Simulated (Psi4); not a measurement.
C₃H₁₁BN₂O (SMILES CNB(NC)OC), singlet, geometry from GFN2-xTB, atoms displaced at random by about 0.03 Å a coordinate; PBE0/STO-3G, gradient (Psi4).

Here is a job for Psi4.
```
memory 2 GB

molecule mol {
0 1
  B    -0.183847   -0.178908    0.022987
  N     0.969710    0.632511    0.170822
  C     1.120859    2.039185   -0.177081
  H     1.798286    0.256978    0.568507
  H     1.721479    2.140421   -1.081463
  H     1.586177    2.603948    0.648127
  H     0.153581    2.480637   -0.349910
  N    -0.056546   -1.511733    0.691399
  C     0.892026   -2.028618    1.624909
  H    -0.835616   -2.159080    0.481085
  H     1.616759   -2.696762    1.093396
  H     0.405710   -2.614676    2.411042
  H     1.413327   -1.243809    2.026184
  O    -1.266782   -0.041791   -0.655914
  C    -1.624776    0.940656   -1.572372
  H    -2.340253    0.641682   -2.254095
  H    -1.921332    1.824549   -1.069917
  H    -0.697742    1.222699   -2.214761
symmetry c1
no_reorient
no_com
}

set basis sto-3g
set reference rks

gradient('pbe0')
print_variables()
```

Q: Write the output that Psi4 gives for this input, abridged.

A: 
```
gradient() will perform analytic gradient computation.

   => Loading Basis Set <=

    Name: STO-3G
    Role: ORBITAL
    Keyword: BASIS

         ---------------------------------------------------------
                                   SCF
               by Justin Turney, Rob Parrish, Andy Simmonett
                          and Daniel G. A. Smith
                              RKS Reference
         ---------------------------------------------------------

  ==> Geometry <==

    Molecular point group: c1
    Full point group: C1

    Geometry (in Angstrom), charge = 0, multiplicity = 1:

       Center              X                  Y                   Z               Mass
    ------------   -----------------  -----------------  -----------------  -----------------
         B           -0.183847000000    -0.178908000000     0.022987000000    11.009305360000
         N            0.969710000000     0.632511000000     0.170822000000    14.003074004430
         C            1.120859000000     2.039185000000    -0.177081000000    12.000000000000
         H            1.798286000000     0.256978000000     0.568507000000     1.007825032230
         H            1.721479000000     2.140421000000    -1.081463000000     1.007825032230
         H            1.586177000000     2.603948000000     0.648127000000     1.007825032230
         H            0.153581000000     2.480637000000    -0.349910000000     1.007825032230
         N           -0.056546000000    -1.511733000000     0.691399000000    14.003074004430
         C            0.892026000000    -2.028618000000     1.624909000000    12.000000000000
         H           -0.835616000000    -2.159080000000     0.481085000000     1.007825032230
         H            1.616759000000    -2.696762000000     1.093396000000     1.007825032230
         H            0.405710000000    -2.614676000000     2.411042000000     1.007825032230
         H            1.413327000000    -1.243809000000     2.026184000000     1.007825032230
         O           -1.266782000000    -0.041791000000    -0.655914000000    15.994914619570
         C           -1.624776000000     0.940656000000    -1.572372000000    12.000000000000
         H           -2.340253000000     0.641682000000    -2.254095000000     1.007825032230
         H           -1.921332000000     1.824549000000    -1.069917000000     1.007825032230
         H           -0.697742000000     1.222699000000    -2.214761000000     1.007825032230

  Running in c1 symmetry.

  Rotational constants: A =      0.11569  B =      0.06216  C =      0.04153 [cm^-1]
  Rotational constants: A =   3468.30045  B =   1863.60525  C =   1245.15021 [MHz]
  Nuclear repulsion =  313.313875725870560

  Charge       = 0
  Multiplicity = 1
  Electrons    = 56
  Nalpha       = 28
  Nbeta        = 28

  ==> Algorithm <==

  SCF Algorithm Type is DF.
  DIIS enabled.
  MOM disabled.
  Fractional occupation disabled.
  Guess Type is SAD.
  Energy threshold   = 1.00e-08
  Density threshold  = 1.00e-08
  Integral threshold = 1.00e-12

  ==> Primary Basis <==

  Basis Set: STO-3G
    Blend: STO-3G
    Number of shells: 32
    Number of basis functions: 46
    Number of Cartesian functions: 46
    Spherical Harmonics?: true
    Max angular momentum: 1

  ==> DFT Potential <==

   => LibXC <=

    Version 7.1.2
    S. Lehtola, C. Steigemann, M. J. T. Oliveira, and M. A. L. Marques,  SoftwareX 7, 1–5 (2018) (10.1016/j.softx.2017.11.002)

   => Composite Functional: PBE0 <=

    PBE0 Hyb-GGA Exchange-Correlation Functional

    C. Adamo and V. Barone,  J. Chem. Phys. 110, 6158 (1999) (10.1063/1.478522)
    M. Ernzerhof and G. E. Scuseria,  J. Chem. Phys. 110, 5029 (1999) (10.1063/1.478401)

    Deriv               =              1
    GGA                 =           TRUE
    Meta                =          FALSE

    Exchange Hybrid     =           TRUE
    MP2 Hybrid          =          FALSE

   => Exchange Functionals <=

    0.7500   Perdew, Burke & Ernzerhof

[...]
  @DF-RKS Final Energy:  -326.02905087178499
    Total Energy =                       -326.0290508717849889
[...]

  Nuclear repulsion =  313.313875725870560

  ==> Basis Set <==

  Basis Set: STO-3G
    Blend: STO-3G
    Number of shells: 32
    Number of basis functions: 46
    Number of Cartesian functions: 46
    Spherical Harmonics?: true
    Max angular momentum: 1

  ==> DFJKGrad: Density-Fitted SCF Gradients <==

    Gradient:                    1
    J tasked:                  Yes
    K tasked:                  Yes
    wK tasked:                  No
    Integrals threads:           1
    Schwarz Cutoff:          1E-12
    Fitting Condition:       1E-10

   => Auxiliary Basis Set <=

  Basis Set: (STO-3G AUX)
    Blend: DEF2-UNIVERSAL-JKFIT
    Number of shells: 241
    Number of basis functions: 729
    Number of Cartesian functions: 855
    Spherical Harmonics?: true
    Max angular momentum: 4

  ==> DFT Potential <==

   => LibXC <=

    Version 7.1.2
    S. Lehtola, C. Steigemann, M. J. T. Oliveira, and M. A. L. Marques,  SoftwareX 7, 1–5 (2018) (10.1016/j.softx.2017.11.002)

   => Composite Functional: PBE0 <=

    PBE0 Hyb-GGA Exchange-Correlation Functional

    C. Adamo and V. Barone,  J. Chem. Phys. 110, 6158 (1999) (10.1063/1.478522)
    M. Ernzerhof and G. E. Scuseria,  J. Chem. Phys. 110, 5029 (1999) (10.1063/1.478401)

    Deriv               =              1
    GGA                 =           TRUE
    Meta                =          FALSE

    Exchange Hybrid     =           TRUE
    MP2 Hybrid          =          FALSE

   => Exchange Functionals <=

    0.7500   Perdew, Burke & Ernzerhof

   => Exact (HF) Exchange <=

    0.2500               HF

   => Correlation Functionals <=

    1.0000   Perdew, Burke & Ernzerhof

   => LibXC Density Thresholds  <==

    XC_HYB_GGA_XC_PBEH:  1.00E-15

   => Molecular Quadrature <=

    Radial Scheme          =       TREUTLER
    Pruning Scheme         =           NONE
    Nuclear Scheme         =       TREUTLER

    Blocking Scheme        =         OCTREE
    BS radius alpha        =              1
    Pruning alpha          =              1
    Radial Points          =             75
    Spherical Points       =            302
    Total Points           =         378472
    Total Blocks           =           2803
    Max Points             =            256
    Max Functions          =             44
    Weights Tolerance      =       1.00E-15

  -Total Gradient:
     Atom            X                  Y                   Z
    ------   -----------------  -----------------  -----------------
       1       -0.092944552786     0.062342132115    -0.069437833436
       2        0.038327873111    -0.024953692826     0.016590504134
       3       -0.007877067904     0.002726695512    -0.009012255542
       4       -0.034523395806     0.020155698040    -0.018468529265
       5       -0.008724529232    -0.009358876423     0.009093204127
       6       -0.003813003086    -0.001195177036     0.001791650070
       7        0.015116041178    -0.007884855424     0.004747749151
       8        0.047734986857    -0.041973911110     0.040301912310
       9        0.009243243232     0.061531860347     0.035538864438
      10       -0.001413894040     0.003033307248    -0.001175623346
      11        0.000308778100    -0.001321542504    -0.011730514094
      12        0.000324604347     0.002142678752    -0.007724053047
      13       -0.040180951828    -0.053074724837    -0.035577934486
      14        0.083187772655     0.023493153802     0.024692028632
      15       -0.107551451570    -0.028873050558     0.014953586146
      16        0.054239742384     0.026986153740     0.037289928449
      17        0.018736457628    -0.037348014927    -0.015385372031
      18        0.029864805613     0.003608088491    -0.016505147578

  Variable Map:
  ----------------------------------------------------------------------------
[...]
  Array Variable Map:
  ----------------------------------------------------------------------------
[...]
[...]
```
